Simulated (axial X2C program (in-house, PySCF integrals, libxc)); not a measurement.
Nuclear properties of NZrO²⁺

Calculated with an in-house all-electron X2C program for linear molecules (integrals from PySCF): two-component X2C with atomic mean-field Coulomb and Gaunt terms, Gaussian nuclei, basis N dyall-av3z, Zr dyall-v3z, O dyall-av3z with contracted cores.

N–Zr–O held linear, with bonds 2.689 and 1.640 Å (near the PBE0 minimum at charge 2 of the determinant lowest at the starting distance; the state shown can have its own minimum elsewhere, held linear; other orders of the atoms were not compared).

Input and command:
```json
{"zs": [7, 40, 8], "q": 2, "bas": ["dyall-av3z", "dyall-v3z", "dyall-av3z"], "r0": [1.87, 1.84], "symm": 0, "scan": ["PBE0", "HF", "LDA"], "levels": ["PBE0", "HF", "BHandHLYP"], "nst": 2}
```
```bash
python solin.py task.json out
```

Keys: zs atomic numbers; q charge; bas basis sets; r0 starting distance in Å; symm equal bonds; scan levels of the two-bond scan; levels methods; nst determinants followed.

Determinant lowest in the PBE0 search, Ω = 3/2 (⟨Sz⟩ = 1.50, ⟨Lz⟩ = 0.00 at PBE0), spin on the atoms N 1.44, Zr 0.03, O 0.02:

| level | Eeff magnitude (GV/cm) | Ws magnitude Zr (kHz) | A∥/gI N (MHz) | qzz N (a.u.) | A∥/gI Zr (MHz) | qzz Zr (a.u.) | A∥/gI O (MHz) | qzz O (a.u.) |
| --- | --- | --- | --- | --- | --- | --- | --- | --- |
| PBE0 | 0.574 | 0.174 | 20.6 | 0.17 | 50.2 | -3.87 | 3.92 | -0.55 |
| HF | 0.261 | 0.076 | 81.7 | 0.14 | 43.8 | -2.92 | 5.75 | -0.60 |
| BHandHLYP | 0.521 | 0.156 | 56.6 | 0.17 | 52 | -3.65 | 4.84 | -0.58 |

Eeff is the effective electric field on the electron electric dipole moment in this Ω state and Ws the scalar–pseudoscalar constant of the nucleus named (defined with the proton number Z and per Ω); A∥ (defined per Ω) follows by multiplying with gI = μI/(I μN); qzz is the electric field gradient, eQq0 = 234.96 MHz × Q/barn × qzz. The operators were transformed with the bare-nucleus X2C matrices; with these basis sets, hyperfine constants and field gradients can be off by tens of per cent, and where levels differ in sign neither size nor sign is settled.

Problem. With Q(14N) = 0.02044 barn, gI(91Zr) = -0.5214, Q(91Zr) = -0.176 barn, gI(17O) = -0.7575, Q(17O) = -0.02558 barn (g factors from the IAEA table of nuclear moments by Stone; Q from Pyykkö, Mol. Phys. 2018), turn the PBE0 values of the first state into constants in MHz.

Solution. eQq0(14N) = 234.96 × (0.02044) × (0.17) = 0.816 MHz; A∥(91Zr) = 50.2 × -0.5214 = -26.2 MHz; eQq0(91Zr) = 234.96 × (-0.176) × (-3.87) = 160 MHz; A∥(17O) = 3.92 × -0.7575 = -2.97 MHz; eQq0(17O) = 234.96 × (-0.02558) × (-0.55) = 3.31 MHz.

The molecule was held linear; bending was not examined, so a bent shape may lie lower.

Each state is one determinant with collinear spin, which with several unpaired electrons need not be a pure state. Unrestricted Hartree–Fock can overshoot spin polarisation at the nuclei. This is the top spin component of a Σ state; components of lower Ω are not single determinants and can lie lower. With several open shells hyperfine constants can be off by a factor of several. Where Eeff spreads by more than a factor of two the levels disagree and none is to be relied on. The search compared states at one distance, so a state with another bond length can lie lower. Further determinants of the search, some of them spin-mixed, are not shown. Where a field gradient or hyperfine factor spreads by more than a factor of two over the levels, a constant derived from it is not to be relied on.
